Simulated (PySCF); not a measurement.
Two species compared at the same levels of theory.

First species: C₆H₁₂B₂F₂.
InChI=1S/C6H12B2F2/c7-5-1-3-6(4-2-5)8(9)10/h5-6H,1-4,7H2/t5-,6-

Second species: C7H14B2O2.
SMILES: `CB(C)[C@]12C[C@](B(O)O)(C1)C2`

Levels: PBE0/def2-SVPD for HOMO energy, LUMO energy, HOMO–LUMO gap and static isotropic polarisability; TDDFT PBE0/def2-SVPD for lowest singlet excitation; TDA PBE0/def2-SVPD for lowest triplet excitation (Tamm–Dancoff). Geometries: PBE0-D3(BJ)/def2-SVP. Each species is one conformer at its optimised geometry, gas phase, non-relativistic unless stated. Electronic properties by PySCF.

Dipoles, sizes and rotational constants follow the conformer. The torsions of the flexible species, by atom-mapped SMILES:
- `[CH3:1][B:2]([CH3:3])[C@:4]12[CH2:5][C@:6]([B:7]([OH:8])[OH:9])([CH2:10]1)[CH2:11]2`: C1–B2–C4–C5 -60°, C5–C6–B7–O8 -101°, H–O8–B7–C6 -1°, H–O9–B7–C6 1°

The conformers of `B[C@H]1CC[C@H](B(F)F)CC1` aren't listed.

```tsv
property	column X	column Y
HOMO energy	-7.32 eV	-8.17 eV
LUMO energy	-0.75 eV	-1.33 eV
HOMO–LUMO gap	6.57 eV	6.84 eV
lowest singlet excitation	5.12 eV	5.34 eV
lowest triplet excitation (Tamm–Dancoff)	4.68 eV	4.80 eV
static isotropic polarisability	113.1 au	95.1 au
```

Q: Which column belongs to which species?

A: Column X is the second species and column Y the first. The first has 22 atoms and 76 electrons, the second 25 and 82.

Q: How does each property change from the first species to the second?

A: HOMO energy +0.85 eV; LUMO energy +0.58 eV; HOMO–LUMO gap -0.27 eV; lowest singlet excitation -0.22 eV; lowest triplet excitation (Tamm–Dancoff) -0.12 eV; static isotropic polarisability +18.0 au.

On the first: S1 lies 1.50 eV below the HOMO–LUMO gap; its leading configuration is HOMO→LUMO, weight 0.93. The vertical singlet–triplet gap S1 − T1 is 0.54 eV (TDDFT singlet less Tamm–Dancoff triplet; S1: HOMO→LUMO, weight 0.93; T1: HOMO→LUMO, weight 0.85).

On the second: In wavenumbers S1 is 41300 cm⁻¹ (1 eV = 8065.54 cm⁻¹). The principal polarisabilities are 94.9, 113.8 and 130.7 au; their mean is the isotropic value.
